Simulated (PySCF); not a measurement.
## $^{15}$N chemical shifts

Relativity neglected, rapidly exchanging positions averaged, a single conformation, no solvent. PBE0/pcSseg-1 with gauge-including orbitals; GFN2-xTB structure; PySCF 2.14.0 with density-fitted response routines.

Shieldings were converted by a linear fit to measured shifts: $^{15}$N (scatter 6.3 ppm rms vs CH3NO2, solution or neat liquid). A few per cent of atoms miss by over 2 rms, more outside the fitted compound classes.

Q: Give the $^{15}$N shifts of `C#CC1CC(=N)C1`, `C#CC1CC(=N)C1`, `C/C(=C/CCN)C(Cl)Cl`, `CCO[Si@H]([SiH2]N)N(C)C`, `C=CN(CC)[Si@@](N)(F)[SiH3]`.

A: 
```tsv
compound	environment	δ (ppm)
C#CC1CC(=N)C1	imine nitrogen	-74.2
C#CC1CC(=N)C1	imine nitrogen	-74.2
C/C(=C/CCN)C(Cl)Cl	amine nitrogen	-354.6
[CH3:1][CH2:2][O:3][Si@H:4]([SiH2:5][NH2:6])[N:7]([CH3:8])[CH3:9]	N7: nitrogen bonded to 2 C, Si	-376.9
[CH3:1][CH2:2][O:3][Si@H:4]([SiH2:5][NH2:6])[N:7]([CH3:8])[CH3:9]	N6: nitrogen bonded to Si, 2 H	-399.2
[CH2:1]=[CH:2][N:3]([CH2:4][CH3:5])[Si@@:6]([NH2:7])([F:8])[SiH3:9]	N3: enamine nitrogen	-297.0
[CH2:1]=[CH:2][N:3]([CH2:4][CH3:5])[Si@@:6]([NH2:7])([F:8])[SiH3:9]	N7: nitrogen bonded to Si, 2 H	-348.8
```
